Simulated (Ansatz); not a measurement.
C2H8OSi2 can be A, `[SiH3]C[SiH]1CO1`, or B, `O[SiH2]/C=C/[SiH3]`.

Isolated molecules relaxed with PBE0-D4/def2-TZVP in Ansatz; ΔE leaves out vibrations. CCSD(T)/CBS is the MP2 limit (def2-TZVPP, def2-QZVPP) plus CCSD(T) − MP2 in def2-TZVPP, frozen cores. Functionals use def2-TZVPP. One conformer a species, not always the lowest.

Task: Which isomer does CCSD(T)/CBS put lower? Give the gap. (An estimate is asked.)

Result: Computed: B, by 19.4 kcal/mol.

Task: Give E(B) − E(A) in kcal/mol with B2PLYP, MP2/def2-TZVPP, CCSD/def2-TZVPP, ωB97M-V, PBE-D4, HF/def2-TZVPP, r2SCAN-D4. (An estimate is asked.)

Result: Ansatz gave: B2PLYP -19.6, MP2/def2-TZVPP -18.0, CCSD/def2-TZVPP -20.0, ωB97M-V -17.0, PBE-D4 -13.9, HF/def2-TZVPP -27.0, r2SCAN-D4 -15.3. None reverses the order clearly.

Largest T1 diagnostic: 0.013.

In def2-TZVPP, CCSD(T) changes the Hartree–Fock value by +7.7 kcal/mol (the triples alone add +0.7 kcal/mol) and MP2 by +9.1 kcal/mol. From PBE to PBE0 (25 % exact exchange), in def2-TZVPP and without D4, E(B) − E(A) moves by −1.0 kcal/mol.
